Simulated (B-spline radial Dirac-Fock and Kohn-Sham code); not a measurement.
## Binding energies of Ce⁵⁴⁺ at several levels of theory

System: the Ce⁵⁴⁺ ion in the configuration [He] 2s2.

The density-functional columns are spherical, spin-unpolarised Dirac-Kohn-Sham results without Breit or QED terms: −ε is minus the orbital energy of the initial state and ΔSCF the difference of two total energies. The reference in the last column comes from multi-electron Dirac-Fock with separately optimised hole states, Breit and Lamb-shift corrections added in first order. All numbers are from a radial atomic solver, in eV; a selection of levels is shown. The Kohn-Sham columns are given as differences from the reference. For the 1s level of heavy atoms much of the gap between ΔSCF and the reference is the Breit and QED part, -133.9 eV here; for other levels the error of the functional can be larger.

| level | LDA −ε − DF | LDA ΔSCF − DF | Dirac-Fock |
| --- | --- | --- | --- |
| K (1s) | -321.5 | +145.2 | 46163.3 |
| L1 (2s) | -83.2 | +28.6 | 11210.0 |

For the outermost level NIST gives 11210 ± 5 eV (theoretical); the differences from it are LDA −ε -83.14, LDA ΔSCF +28.59, Dirac-Fock +0.02 eV.

Values without a named source are computed, but for edge energies of neutral atoms, which are taken from tables.
